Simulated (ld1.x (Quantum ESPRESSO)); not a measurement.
Before and after: PAW potential for ruthenium

- Element: Ru
- Generator: ld1.x (Quantum ESPRESSO) 7.5
- Type: PAW
- Functional: PBE
- Relativity: scalar-relativistic
- Frozen core: [Ar] 3d10
- Valence charge: 16
- Reference configuration: 4s2 4p6 4d7 5s1 5p0
- Partial waves: 4s (bound): rcut 1.45, rcutus 1.70 bohr; 5s (bound): rcut 1.45, rcutus 1.70 bohr; 4p (bound): rcut 1.50, rcutus 1.65 bohr; 5p (bound, empty): rcut 1.50, rcutus 1.65 bohr; 4d (bound): rcut 1.15, rcutus 1.40 bohr; 4d channel at 1 Ry: rcut 1.15, rcutus 1.40 bohr
- Local potential: all-electron potential smoothed inside 1.40 bohr (lloc = -2)
- Core correction: a·sin(br)/r model core, default radius (core density twice the valence density)
- Augmentation charge: PSQ, inside the norm-conserving radii

Change: waves 4s (bound): rcut 1.45, rcutus 1.96 bohr; 5s (bound): rcut 1.45, rcutus 1.96 bohr.

Cutoffs: the cutoffs (Ry, on a coarse ladder) from which the occupation-weighted sum of valence levels, in a spherical-Bessel basis at the reference potential, stays within 10 and 1 mRy of its value at 400 Ry; they do not see the model core or the augmentation charge, which bear on the density cutoff. Errors are all-electron minus pseudo energies relative to the spin-unpolarised reference configuration.

**Question.** What does the change do?

**Answer.** The potential gets neither clearly harder nor softer (50 Ry and 90 Ry → 50 Ry and 90 Ry); of the 7 tests that both files solve, the error grows in 2 and shrinks in 0 by more than 15 % and 0.3 meV (median size 1.7 → 1.8 meV); neither file shows a bound ghost.

```tsv
quantity	base	changed
cutoff, loose	50 Ry	50 Ry
cutoff, tight	90 Ry	90 Ry
bound ghosts	none	none
error for 4s2 4p6 4d7 5s0 5p0, meV [ΔE 7.29 eV]	-1.5	-1.5
error for 4s2 4p6 4d6 5s0 5p0, meV [ΔE 25.48 eV]	-1.7	-1.8
error for 4s2 4p6 4d5 5s0 5p0, meV [ΔE 56.10 eV]	-2.8	-3.4
error for 4s2 4p6 4d6 5s1 5p0, meV [ΔE 10.11 eV]	+1.0	+1.3
error for 4s2 4p6 4d6 5s2 5p0, meV [ΔE 1.70 eV]	+2.2	+2.4
error for 4s2 4p6 4d6 5s1 5p1, meV [ΔE 5.65 eV]	+2.2	+2.5
error for 4s2 4p6 4d8 5s0 5p0, meV [ΔE -0.33 eV]	-1.7	-1.7
lowest overlap eigenvalue by channel	s 0.08, p 0.20, d 0.94	s 0.09, p 0.20, d 0.94
```
